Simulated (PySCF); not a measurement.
Continuum solvent and chemical shifts

Molfile (atoms numbered from 1):
```
C5H13NP2
     RDKit          3D

 21 21  0  0  0  0  0  0  0  0999 V2000
   -2.5104   -0.3417    0.7850 C   0  0  0  0  0  0  0  0  0  0  0  0
   -1.5483   -0.4158   -0.7939 P   0  0  0  0  0  0  0  0  0  0  0  0
   -0.7792    1.2898   -0.7792 C   0  0  0  0  0  0  0  0  0  0  0  0
    0.3613    1.4788    0.2122 C   0  0  0  0  0  0  0  0  0  0  0  0
    1.9280    0.6491   -0.3555 P   0  0  0  0  0  0  0  0  0  0  0  0
    2.5848    0.2719    1.1817 N   0  0  0  0  0  0  0  0  0  0  0  0
    1.1859   -0.9658   -0.9485 C   0  0  0  0  0  0  0  0  0  0  0  0
   -0.0753   -1.4088   -0.2162 C   0  0  0  0  0  0  0  0  0  0  0  0
   -2.8511   -1.3554    1.0458 H   0  0  0  0  0  0  0  0  0  0  0  0
   -3.4056    0.2823    0.6419 H   0  0  0  0  0  0  0  0  0  0  0  0
   -1.9265    0.0604    1.6295 H   0  0  0  0  0  0  0  0  0  0  0  0
   -0.4430    1.5117   -1.8069 H   0  0  0  0  0  0  0  0  0  0  0  0
   -1.6039    1.9957   -0.5838 H   0  0  0  0  0  0  0  0  0  0  0  0
    0.5951    2.5452    0.3617 H   0  0  0  0  0  0  0  0  0  0  0  0
    0.0885    1.0862    1.2080 H   0  0  0  0  0  0  0  0  0  0  0  0
    2.0720   -0.3542    1.7994 H   0  0  0  0  0  0  0  0  0  0  0  0
    3.5756    0.0571    1.1849 H   0  0  0  0  0  0  0  0  0  0  0  0
    0.9936   -0.8740   -2.0323 H   0  0  0  0  0  0  0  0  0  0  0  0
    1.9959   -1.7087   -0.8516 H   0  0  0  0  0  0  0  0  0  0  0  0
   -0.2989   -2.4710   -0.4095 H   0  0  0  0  0  0  0  0  0  0  0  0
    0.0531   -1.3137    0.8775 H   0  0  0  0  0  0  0  0  0  0  0  0
  1  2  1  0
  2  3  1  0
  3  4  1  0
  4  5  1  0
  5  6  1  0
  5  7  1  0
  7  8  1  0
  8  2  1  0
  1  9  1  0
  1 10  1  0
  1 11  1  0
  3 12  1  0
  3 13  1  0
  4 14  1  0
  4 15  1  0
  6 16  1  0
  6 17  1  0
  7 18  1  0
  7 19  1  0
  8 20  1  0
  8 21  1  0
M  END
```

GIAO PBE0/pcSseg-1 in PySCF 2.14.0 with density-fitted response routines on one PBE0-D3(BJ)/def2-SVP conformer, non-relativistic, equivalent nuclei averaged. Solvents enter as an IEF-PCM continuum (chloroform with ε = 4.7, water with ε = 78.4) around the gas-phase geometry. Shifts are referred to TMS computed in the same medium.

Gas phase, δ in ppm: C4/C7 24.4, C3/C8 16.4, C1 12.3, H14/H15/H18/H19 1.40, H12/H13/H20/H21 1.18, H9/H10/H11 0.97, H16/H17 0.74. Dipole moment 2.05 D.

(1) How does each δ change in the continuum?

(2) Which nuclei move most (in ppm), and what does the model miss?

Answers

(1) 
| atoms | environment | Δδ, chloroform | Δδ, water |
| --- | --- | --- | --- |
| C4/C7 | sp3 CH2 bonded to P | +0.3 | +0.5 |
| C3/C8 | sp3 CH2 bonded to P | +0.3 | +0.4 |
| C1 | methyl carbon bonded to P | -0.1 | -0.2 |
| H14/H15/H18/H19 | hydrogen on an sp3 CH2 bonded to P | +0.07 | +0.10 |
| H12/H13/H20/H21 | hydrogen on an sp3 CH2 bonded to P | +0.11 | +0.17 |
| H9/H10/H11 | hydrogen on a methyl carbon bonded to P | +0.07 | +0.11 |
| H16/H17 | hydrogen on a nitrogen bonded to P | +0.32 | +0.47 |

Changes are relative to the gas phase. The dipole moment becomes 2.64 D in chloroform, 3.01 D in water.

(2) C4/C7 (sp3 CH2 bonded to P, +0.5 ppm) and C3/C8 (sp3 CH2 bonded to P, +0.4 ppm) and H16/H17 (hydrogen on a nitrogen bonded to P, +0.47 ppm) in water. A continuum only polarises the solute; specific hydrogen bonds, the anisotropy of aromatic solvents and changes of geometry or conformer are outside it.
